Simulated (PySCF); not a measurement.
MgCl, SMILES [Mg][Cl], multiplicity 2. Atoms are numbered in the order given.

```xyz
2

Mg     0.0000     0.0000    -1.3032
Cl     0.0000     0.0000     0.9199
```
Charge 0, spin multiplicity 2.

Geometry optimised at B3LYP-D3(BJ)/def2-TZVPD. The multiplicity is an assumed one; other spin states were not compared.

The numbers are results of CAM-B3LYP/def2-TZVPD (PySCF), not measurements.

Mulliken values depend strongly on the basis, most of all with diffuse functions as here. ESP charges are fitted to the potential on shells at 1.4 to 2.0 van der Waals radii. Atomic charges (e):

| atom | meta-Löwdin | ESP fit | Mulliken spin |
|---|---|---|---|
| Mg1 | 0.84 | 0.39 | 0.95 |
| Cl2 | -0.84 | -0.39 | 0.05 |
